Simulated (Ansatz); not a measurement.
CuF2, relaxed as a doublet with UKS PBE-D4/def2-TZVP in Ansatz, starting from the GFN2-xTB geometry. Force threshold 0.02 eV/Å.

The gap within one spin of the charge 0 doublet nearly closes, so an electron or hole may be smeared out by delocalisation error. No other spin state of charge 0 was run.

Start:

```xyz
3

Cu    0.0002    0.0001   -0.0002
F    -0.6745   -1.5260    0.3276
F     0.6743    1.5259   -0.3274
```

Task: Estimate the energy that the relaxation releases and the steps that it takes.

Result: 0.03 eV, in 4 steps; 40 s on 4 threads of Arm Neoverse V1 on a shared host. No frequencies were taken in this run, so the end may be a saddle point.

Task: Does the start keep its bonding and symmetry?

Result: By distances, no bond broke or formed. The bond that changes most is Cu1–F3, from 1.70 to 1.74 Å (atoms count from 1). Point group D∞h at the start, D∞h at the end, both within 0.05 Å.

Task: Predict the relaxed structure.

Result: 
Cartesian coordinates in Å:
```
Cu 0.000 0.000 0.000
F -0.689 -1.560 0.335
F 0.689 1.560 -0.335
```
Bond lengths: 2 × Cu–F 1.74 Å.
